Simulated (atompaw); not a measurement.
**Reading a pseudo-wave (technetium)**

Columns: radius, all-electron u(r) and pseudo u(r) of the 4p shell (level -45.34 eV) of technetium in the configuration [Ar] 3d10 4s2 4p6 4d5 5s2 5p0; PBE, scalar-relativistic, PAW (atompaw) scheme, atompaw 4.2.0.5.

```tsv
r (bohr)	all-electron	pseudo
0.115	0.2454	0.0196
0.231	-0.4176	0.0770
0.346	-0.5207	0.1652
0.462	-0.1700	0.2767
0.577	0.2807	0.3983
0.692	0.6543	0.5191
0.808	0.9011	0.6285
0.923	1.0237	0.7151
1.038	1.0519	0.7730
1.154	1.0153	0.7989
1.269	0.9406	0.7927
1.385	0.8457	0.7576
1.500	0.7453	0.7004
1.615	0.6468	0.6283
1.731	0.5540	0.5487
1.846	0.4709	0.4703
1.962	0.3969	0.3970
2.077	0.3332	0.3332
2.192	0.2784	0.2784
2.308	0.2314	0.2314
2.423	0.1922	0.1922
2.538	0.1591	0.1591
2.654	0.1313	0.1313
2.769	0.1083	0.1083
2.885	0.0891	0.0891
3.000	0.0733	0.0733
```

Q: How many radial nodes do the two functions have?

A: The all-electron 4p function has n − l − 1 = 2; the pseudo-wave has 0, since the states of the same l below it are removed with the core.

Q: At about which radius was the pseudo-wave matched?

A: 2.10 bohr. The columns agree to 0.0005 from 1.96 bohr on; several derivatives are matched, so the curves merge somewhat inside the radius.

Q: Is the pseudo-wave norm-conserving?

A: No, it belongs to a PAW set: the norm inside the radius is not constrained, and the difference is carried by the augmentation charge.
